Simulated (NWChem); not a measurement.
System: CH$_{2}$ClFO$_{2}$Si; SMILES [Si@](C=O)(O)(F)Cl

Input file for NWChem:

```
start job
memory heap 200 mb stack 900 mb global 1100 mb
geometry units angstroms noautosym nocenter noautoz
  O      0.620844     2.378581    -0.280719
  C      0.660381     1.451730     0.512130
  Si    -0.364382    -0.103397     0.049758
  O     -1.015007     0.236620    -1.409848
  F     -1.497825    -0.367655     1.151534
  Cl     0.822816    -1.775517    -0.005280
  H      1.271835     1.533473     1.437044
  H     -0.797994     1.147151    -1.681545
end
basis spherical
  * library def2-svp
end
dft
  xc b3lyp
  iterations 150
  mulliken
end
task dft energy
esp
  recalculate
  probe 0.07
  range 0.3
  factor 1.0
  spacing 0.02
end
task esp
```

NWChem printed, in part:

```
             Northwest Computational Chemistry Package (NWChem) 7.3.0
             --------------------------------------------------------

                             Geometry "geometry" -> ""
                             -------------------------

 Output coordinates in angstroms (scale by  1.889725989 to convert to a.u.)

  No.       Tag          Charge          X              Y              Z
 ---- ---------------- ---------- -------------- -------------- --------------
    1 O                    8.0000     0.62084400     2.37858100    -0.28071900
    2 C                    6.0000     0.66038100     1.45173000     0.51213000
    3 Si                  14.0000    -0.36438200    -0.10339700     0.04975800
    4 O                    8.0000    -1.01500700     0.23662000    -1.40984800
    5 F                    9.0000    -1.49782500    -0.36765500     1.15153400
    6 Cl                  17.0000     0.82281600    -1.77551700    -0.00528000
    7 H                    1.0000     1.27183500     1.53347300     1.43704400
    8 H                    1.0000    -0.79799400     1.14715100    -1.68154500

 Effective nuclear repulsion energy (a.u.)     372.2174332651

                                 NWChem DFT Module
                                 -----------------

 Summary of "ao basis" -> "ao basis" (spherical)
 ------------------------------------------------------------------------------
       Tag                 Description            Shells   Functions and Types
 ---------------- ------------------------------  ------  ---------------------
 O                          def2-svp                 6       14   3s2p1d
 C                          def2-svp                 6       14   3s2p1d
 Si                         def2-svp                 8       18   4s3p1d
 F                          def2-svp                 6       14   3s2p1d
 Cl                         def2-svp                 8       18   4s3p1d
 H                          def2-svp                 3        5   2s1p

            General Information
            -------------------
          SCF calculation type: DFT
          Wavefunction type:  closed shell.
          No. of atoms     :     8
          No. of electrons :    64
           Alpha electrons :    32
            Beta electrons :    32
          Charge           :     0
          Spin multiplicity:     1
          Use of symmetry is: off; symmetry adaption is: off
          Maximum number of iterations: 150
          AO basis - number of functions:   102
                     number of shells:    46
          Convergence on energy requested:  1.00D-06
          Convergence on density requested:  1.00D-05
          Convergence on gradient requested:  5.00D-04

              XC Information
              --------------
                         B3LYP Method XC Potential
                     Hartree-Fock (Exact) Exchange  0.200
                        Slater Exchange Functional  0.800 local
                    Becke 1988 Exchange Functional  0.720 non-local
              Lee-Yang-Parr Correlation Functional  0.810
                  VWN I RPA Correlation Functional  0.190 local

             Grid Information
             ----------------
          Grid used for XC integration:  medium
          Radial quadrature: Mura-Knowles
          Angular quadrature: Lebedev.
          Tag              B.-S. Rad. Rad. Pts. Rad. Cut. Ang. Pts.
          ---              ---------- --------- --------- ---------
          O                   0.60       49          10.0       434
          C                   0.70       49           9.0       434
          Si                  1.10       88           9.0       590
          F                   0.50       49           9.0       434
          Cl                  1.00       88          10.0       590
          H                   0.35       45          10.0       434
          Grid pruning is: on
          Number of quadrature shells:   462
          Spatial weights used:  Erf1

      Superposition of Atomic Density Guess
      -------------------------------------

 Sum of atomic energies:       -1035.36025119

      Non-variational initial energy
      ------------------------------

 Total energy =   -1037.086114
 1-e energy   =   -2173.665492
 2-e energy   =     764.361945
 HOMO         =      -0.287282
 LUMO         =      -0.068988

     ---------------------------------------------
      Total Density - Mulliken Population Analysis
     ---------------------------------------------

    Atom       Charge   Shell Charges
 -----------   ------   -------------------------------------------------------
    1 O    8     8.67   1.99  1.13  0.69  3.01  1.83  0.01
    2 C    6     5.57   1.99  0.96  0.36  1.53  0.67  0.07
    3 Si  14    12.47   2.00  1.99  0.84  0.07  5.93  0.83  0.47  0.34
    4 O    8     8.76   1.99  1.10  0.63  3.09  1.94  0.01
    5 F    9     9.56   1.99  1.15  0.78  3.51  2.13  0.00
    6 Cl  17    17.39   2.00  1.99  1.22  0.72  5.94  2.15  3.35  0.01
    7 H    1     0.95   0.69  0.23  0.02
    8 H    1     0.64   0.51  0.08  0.06

   convergence    iter        energy       DeltaE   RMS-Dens  Diis-err
 ---------------- ----- ----------------- --------- --------- ---------
 d= 0,ls=0.0,diis     1  -1038.8189338218 -1.41D+03  2.05D-02  1.54D+00
 d= 0,ls=0.0,diis     2  -1038.3708022628  4.48D-01  1.31D-02  6.23D+00
 d= 0,ls=0.0,diis     3  -1038.9873680212 -6.17D-01  2.92D-03  1.21D-01
 d= 0,ls=0.0,diis     4  -1038.9936319959 -6.26D-03  1.32D-03  6.06D-02
 d= 0,ls=0.0,diis     5  -1038.9992256620 -5.59D-03  2.72D-04  1.27D-03
  Resetting Diis
 d= 0,ls=0.0,diis     6  -1038.9993375340 -1.12D-04  8.75D-05  1.10D-04
 d= 0,ls=0.0,diis     7  -1038.9993505129 -1.30D-05  3.99D-05  7.20D-06
 d= 0,ls=0.0,diis     8  -1038.9993492067  1.31D-06  2.37D-05  2.12D-05
 d= 0,ls=0.0,diis     9  -1038.9993511783 -1.97D-06  4.30D-06  5.25D-07
 d= 0,ls=0.0,diis    10  -1038.9993512268 -4.85D-08  1.21D-06  3.56D-08

         Total DFT energy =    -1038.999351226802
      One electron energy =    -2176.079625784180
           Coulomb energy =      847.972363715186
    Exchange-Corr. energy =      -83.109522422873
 Nuclear repulsion energy =      372.217433265065

 Numeric. integr. density =       64.000005240695

                       DFT Final Molecular Orbital Analysis
                       ------------------------------------

 Vector   30  Occ=2.000000D+00  E=-3.509966D-01
              MO Center=  7.1D-01, -1.5D+00,  2.5D-03, r^2= 2.0D+00
   Bfn.  Coefficient  Atom+Function         Bfn.  Coefficient  Atom+Function
  ----- ------------  ---------------      ----- ------------  ---------------
    85      0.509737  6 Cl px                82      0.387770  6 Cl px
    86      0.304659  6 Cl py                83      0.229592  6 Cl py
    79      0.224886  6 Cl px                80      0.133533  6 Cl py
     6      0.108075  1 O  pz                87      0.100183  6 Cl pz
    39      0.096985  3 Si px                65      0.078159  5 F  py

 Vector   31  Occ=2.000000D+00  E=-3.382437D-01
              MO Center=  2.2D-01, -1.1D+00, -3.5D-01, r^2= 3.0D+00
   Bfn.  Coefficient  Atom+Function         Bfn.  Coefficient  Atom+Function
  ----- ------------  ---------------      ----- ------------  ---------------
    87      0.518355  6 Cl pz                84      0.391926  6 Cl pz
    50      0.301319  4 O  px                81      0.226743  6 Cl pz
    53      0.223415  4 O  px                86     -0.128765  6 Cl py
    51     -0.123907  4 O  py                52     -0.114905  4 O  pz
    83     -0.092528  6 Cl py                54     -0.089237  4 O  py

 Vector   32  Occ=2.000000D+00  E=-2.783403D-01
              MO Center=  5.7D-01,  1.6D+00,  1.1D-01, r^2= 2.6D+00
   Bfn.  Coefficient  Atom+Function         Bfn.  Coefficient  Atom+Function
  ----- ------------  ---------------      ----- ------------  ---------------
     4      0.321738  1 O  px                 5      0.301061  1 O  py
     6      0.273742  1 O  pz                93     -0.253360  7 H  s
     7      0.244590  1 O  px                 8      0.232736  1 O  py
    31      0.222589  3 Si s                 94     -0.212577  7 H  s
     9      0.202968  1 O  pz                17      0.171904  2 C  s

 Vector   33  Occ=0.000000D+00  E=-9.109426D-02
              MO Center=  5.4D-01,  1.5D+00,  2.4D-01, r^2= 2.1D+00
   Bfn.  Coefficient  Atom+Function         Bfn.  Coefficient  Atom+Function
  ----- ------------  ---------------      ----- ------------  ---------------
    21      0.380999  2 C  px                18      0.362552  2 C  px
     4     -0.337435  1 O  px                 7     -0.336620  1 O  px
    23     -0.225096  2 C  pz                20     -0.221316  2 C  pz
     9      0.205572  1 O  pz                 6      0.204239  1 O  pz
    22     -0.180400  2 C  py                19     -0.172718  2 C  py

 Vector   34  Occ=0.000000D+00  E= 2.134001D-02
              MO Center= -4.7D-01,  9.8D-03, -5.5D-01, r^2= 4.6D+00
   Bfn.  Coefficient  Atom+Function         Bfn.  Coefficient  Atom+Function
  ----- ------------  ---------------      ----- ------------  ---------------
    32      0.877778  3 Si s                 49     -0.673456  4 O  s
    99      0.657372  8 H  s                 31      0.406488  3 Si s
    17     -0.316454  2 C  s                 85      0.314151  6 Cl px
    86     -0.297749  6 Cl py                78     -0.295302  6 Cl s
    94      0.290621  7 H  s                 63     -0.281745  5 F  s

 Vector   35  Occ=0.000000D+00  E= 4.671411D-02
              MO Center=  7.0D-02,  1.4D-01,  3.7D-01, r^2= 4.0D+00
   Bfn.  Coefficient  Atom+Function         Bfn.  Coefficient  Atom+Function
  ----- ------------  ---------------      ----- ------------  ---------------
    17      0.906112  2 C  s                 41     -0.704893  3 Si pz
     3     -0.478770  1 O  s                 49     -0.461056  4 O  s
    32     -0.417119  3 Si s                 94     -0.399475  7 H  s
    99      0.350521  8 H  s                 39     -0.280157  3 Si px
    86      0.258502  6 Cl py                78      0.253231  6 Cl s

     ---------------------------------------------
      Total Density - Mulliken Population Analysis
     ---------------------------------------------

    Atom       Charge   Shell Charges
 -----------   ------   -------------------------------------------------------
    1 O    8     8.22   1.99  1.11  0.69  2.81  1.60  0.02
    2 C    6     6.00   1.99  0.97  0.31  1.97  0.70  0.07
    3 Si  14    13.14   2.00  1.98  0.98 -0.04  5.93  1.19  0.59  0.53
    4 O    8     8.36   1.99  1.08  0.63  2.90  1.76  0.01
    5 F    9     9.30   1.99  1.13  0.79  3.36  2.03  0.01
    6 Cl  17    17.22   2.00  1.98  1.27  0.68  5.93  2.17  3.17  0.02
    7 H    1     0.96   0.75  0.19  0.02
    8 H    1     0.79   0.65  0.07  0.07

     -------------------------------------------
      Total Density - Lowdin Population Analysis
     -------------------------------------------

    Atom       Charge   Shell Charges
 -----------   ------   -------------------------------------------------------
    1 O    8     8.12   1.97  0.94  0.65  2.67  1.85  0.03
    2 C    6     6.02   1.97  0.66  0.37  1.78  1.09  0.16
    3 Si  14    13.56   2.00  1.92  0.63  0.27  5.81  1.21  0.89  0.83
    4 O    8     8.19   1.97  0.88  0.60  2.72  2.01  0.01
    5 F    9     9.18   1.98  1.02  0.76  3.22  2.20  0.01
    6 Cl  17    17.03   2.00  1.96  1.05  0.79  5.82  2.27  3.12  0.02
    7 H    1     1.00   0.65  0.28  0.07
    8 H    1     0.90   0.54  0.18  0.18

     Multipole analysis of the density
     ---------------------------------

     L   x y z        total         alpha         beta         nuclear
     -   - - -        -----         -----         ----         -------
     0   0 0 0     -0.000000    -32.000000    -32.000000     64.000000

     1   1 0 0      0.372558      3.314794      3.314794     -6.257030
     1   0 1 0      0.292586      2.629044      2.629044     -4.965501
     1   0 0 1      0.246356     -0.136093     -0.136093      0.518543

     2   2 0 0    -35.631230   -106.656679   -106.656679    177.682129
     2   1 1 0     -1.300129      4.121888      4.121888     -9.543905
     2   1 0 1      1.268089      1.702368      1.702368     -2.136647
     2   0 2 0    -37.152675   -227.447430   -227.447430    417.742186
     2   0 1 1      0.404595     12.697312     12.697312    -24.990030
     2   0 0 2    -34.085925    -79.478664    -79.478664    124.871402

                     NWChem Electrostatic Potential Fit Module
                     -----------------------------------------

 Atom parameters

 Number of atoms is                                    8
 Number of basis functions is                        102

 Grid parameters

 Maximum number of grid points is                  36845
 Number of grid points is                          36844
 Grid range                                     0.300000 nm
 Grid spacing                                   0.020000 nm
 Probe radius                                   0.070000 nm
 Atom radius factor                             1.000000

 Atomic radii

    1    0.100000
    6    0.147000
    8    0.136000
    9    0.128000
   14    0.187000
   17    0.169000
 FASTESP  F
  using M.O. file = ./job.movecs

    Atom              Coordinates                           Charge

                                                  ESP

    1 O     0.062084    0.237858   -0.028072   -0.338762
    2 C     0.066038    0.145173    0.051213    0.217012
    3 Si   -0.036438   -0.010340    0.004976    0.760649
    4 O    -0.101501    0.023662   -0.140985   -0.537634
    5 F    -0.149783   -0.036766    0.115153   -0.276129
    6 Cl    0.082282   -0.177552   -0.000528   -0.198844
    7 H     0.127184    0.153347    0.143704    0.023519
    8 H    -0.079799    0.114715   -0.168155    0.350188
                                            ------------
                                                0.000000

 Dipole moment                                  0.585625

 Quadrupole moment Qxx                          1.411344
                   Qyy                         -8.863634
                   Qzz                          7.452290

 RMS deviation kJ/mol                           0.067234

 RRMS %                                        28.088637
```

Level: B3LYP/def2-SVP. Geometry: optimised at B3LYP/6-31G* (spherical d).
